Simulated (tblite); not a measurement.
Species: C₅H₇OS (doublet state).
Numbering: `[CH3:1][C:2]([CH:3]=[O:4])[C:5]([CH3:6])=[S:7]` (hydrogens: H8, H9, H10 on C1; H11 on C3; H12, H13, H14 on C6)
Bond orders are those of one Lewis drawing.

Computed with GFN2-xTB (tblite), gas phase: L-BFGS steps from a force-field or distance-geometry start until the largest atomic force falls under 0.01 eV/Å.

At the end of the run (lengths in Å): C2–C5 1.372, C2–C3 1.436, C3=O4 1.206, C3–H11 1.125, C5–C6 1.495, C6–H13 1.090, C1–C2 1.495, C3–C2–C5 117.7°, C2–C3–O4 128.5°, C1–C2–C5 123.0°, C1–C2–C3 119.3°, C1–C2–C3–O4 0°, C1–C2–C5–C6 0°, H8–C1–C2–C3 121°, H12–C6–C5–C2 177°.

**Question.** These geometries were met on the way; a selection of coordinates is given. Order them by energy above the end point, lowest first.
A. C2–C5 1.374, C2–C3 1.431, C3=O4 1.204, C3–H11 1.136, C5–C6 1.496, C6–H13 1.091, C1–C2 1.500, C3–C2–C5 116.1°, C2–C3–O4 130.5°, C1–C2–C5 125.3°, C1–C2–C3 118.5°, C1–C2–C3–O4 -3°, C1–C2–C5–C6 9°, H8–C1–C2–C3 89°, H12–C6–C5–C2 158°
B. C2–C5 1.494, C2–C3 1.462, C3=O4 1.235, C3–H11 1.099, C5–C6 1.516, C6–H13 1.105, C1–C2 1.498, C3–C2–C5 123.6°, C2–C3–O4 122.8°, C1–C2–C5 118.4°, C1–C2–C3 117.9°, C1–C2–C3–O4 -4°, C1–C2–C5–C6 35°, H8–C1–C2–C3 84°, H12–C6–C5–C2 141°
C. C2–C5 1.373, C2–C3 1.434, C3=O4 1.205, C3–H11 1.132, C5–C6 1.498, C6–H13 1.090, C1–C2 1.499, C3–C2–C5 115.7°, C2–C3–O4 128.5°, C1–C2–C5 125.5°, C1–C2–C3 118.6°, C1–C2–C3–O4 -1°, C1–C2–C5–C6 11°, H8–C1–C2–C3 86°, H12–C6–C5–C2 154°
D. C2–C5 1.388, C2–C3 1.467, C3=O4 1.214, C3–H11 1.107, C5–C6 1.513, C6–H13 1.089, C1–C2 1.508, C3–C2–C5 125.2°, C2–C3–O4 125.0°, C1–C2–C5 119.9°, C1–C2–C3 115.0°, C1–C2–C3–O4 -2°, C1–C2–C5–C6 30°, H8–C1–C2–C3 83°, H12–C6–C5–C2 143°
E. C2–C5 1.377, C2–C3 1.443, C3=O4 1.211, C3–H11 1.106, C5–C6 1.497, C6–H13 1.091, C1–C2 1.485, C3–C2–C5 121.6°, C2–C3–O4 124.9°, C1–C2–C5 122.3°, C1–C2–C3 116.1°, C1–C2–C3–O4 -2°, C1–C2–C5–C6 25°, H8–C1–C2–C3 84°, H12–C6–C5–C2 147°

**Answer.** A (0.070 eV), C (0.117 eV), E (0.212 eV), D (0.352 eV), B (0.582 eV).

```tsv
step	E above end (eV)	rms distance from the end, all atoms (Å)	largest force (eV/Å)	rms shift of all bonds from the end (Å)
20	0.070	0.251	0.307	0.004
16	0.117	0.281	0.307	0.004
11	0.212	0.376	0.318	0.007
3	0.352	0.441	0.713	0.013
0	0.582	0.451	2.384	0.037
```

Rows stand in the order of the answer.
